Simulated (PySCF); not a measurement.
A core-ionisation job on `F[CH2][GeH2][GeH2][GeH3]`.

Computed with delta-SCF UKS SCAN, pcX-2 on the ionised atom, pcseg-1 elsewhere, spin-free X2C (PySCF 2.14.0). Geometry: PBE0-D3(BJ)/def2-SVP. The input is one job of a driver script: a line of settings, then coordinates in Å.

Input:
```
{"job": {"kind": "xps"}, "charge": 0, "multiplicity": 1}
F     -1.176751     1.580613     0.698660
C     -1.476074     0.422404     1.386386
Ge    -1.315143    -1.118219     0.154999
Ge     0.911049    -1.062916    -0.805480
Ge     1.748119     1.211953    -0.815815
H     -2.497537     0.502976     1.793898
H     -0.776208     0.316388     2.232344
H     -1.581175    -2.411501     0.953545
H     -2.388317    -0.979749    -0.941537
H      1.853721    -1.963418     0.019990
H      0.879549    -1.616063    -2.244428
H      3.173419     1.240793    -1.405409
H      0.841247     2.107709    -1.674754
H      1.804021     1.760276     0.619890
```

Estimate the output.

```
ground state, core basis on atom 0 (F), 185 functions
  cycle   1  E = -6425.28918784  |g| = 5.35e-01
  cycle   2  E = -6425.19985292  |g| = 9.53e-01
  cycle   3  E = -6425.33191935  |g| = 8.44e-02
  cycle   4  E = -6425.33291817  |g| = 3.18e-02
  cycle   5  E = -6425.33319135  |g| = 9.56e-03
  cycle   6  E = -6425.33321080  |g| = 2.58e-03
  cycle   7  E = -6425.33321829  |g| = 8.61e-04
  cycle   8  E = -6425.33321611  |g| = 1.20e-04
  E(ground) = -6425.72561625 Eh
hole in F 1s of atom 0
  cycle   1  E = -6398.98413287  |g| = 2.58e+00
  cycle   2  E = -6397.48713086  |g| = 2.54e+00
  cycle   3  E = -6399.18278127  |g| = 1.02e+00
  cycle   4  E = -6399.83210239  |g| = 3.45e-01
  cycle   5  E = -6399.87798720  |g| = 1.05e-01
  cycle   6  E = -6399.88326419  |g| = 3.20e-02
  cycle   7  E = -6399.88400549  |g| = 4.95e-03
  cycle   8  E = -6399.88402468  |g| = 1.79e-03
  cycle   9  E = -6399.88402763  |g| = 5.30e-04
  cycle  10  E = -6399.88402505  |g| = 2.06e-04
  E(ion) = -6400.28191783 Eh   <S^2> = 0.7571   hole on atom = 1.000   binding energy = 692.358 eV
ground state, core basis on atom 1 (C), 185 functions
  cycle   1  E = -6425.29195636  |g| = 8.55e-02
  cycle   2  E = -6425.29058047  |g| = 1.13e-01
  cycle   3  E = -6425.29252451  |g| = 2.20e-02
  cycle   4  E = -6425.29259505  |g| = 5.78e-03
  cycle   5  E = -6425.29260528  |g| = 8.36e-04
  cycle   6  E = -6425.29260553  |g| = 1.39e-04
  E(ground) = -6425.68236898 Eh
hole in C 1s of atom 1
  cycle   1  E = -6413.96686152  |g| = 1.50e+00
  cycle   2  E = -6410.95857814  |g| = 2.54e+00
  cycle   3  E = -6414.19937514  |g| = 8.55e-01
  cycle   4  E = -6414.46451156  |g| = 4.61e-01
  cycle   5  E = -6414.53398340  |g| = 1.50e-01
  cycle   6  E = -6414.54082356  |g| = 4.31e-02
  cycle   7  E = -6414.54204364  |g| = 1.02e-02
  cycle   8  E = -6414.54212446  |g| = 3.32e-03
  cycle   9  E = -6414.54213766  |g| = 1.65e-03
  cycle  10  E = -6414.54213596  |g| = 7.21e-04
  cycle  11  E = -6414.54213580  |g| = 3.62e-04
  E(ion) = -6414.93219101 Eh   <S^2> = 0.7728   hole on atom = 1.000   binding energy = 292.527 eV
```

Cycles run on a coarse grid; E(ground) and E(ion) are re-evaluated on a finer one, so they differ from the last cycle. The program numbers atoms from 0.

How does the 1s binding energy of F1 follow from the two total energies?

E(ion) − E(ground) = -6400.28191783 − (-6425.72561625) = 25.443698 Eh, times 27.211386 eV gives 692.36 eV.

In short: F1s of F1 692.36 eV; C1s of C2 292.53 eV.

One conformer (not necessarily the lowest) at the PBE0-D3(BJ)/def2-SVP geometry, without solvent, vibrations or thermal averaging.

Hardware: Arm Neoverse V1, one thread, no GPU, on a shared host. Cost: 38 s wall.
Labels such as C1 count atoms from 1, the log's own numbers from 0.
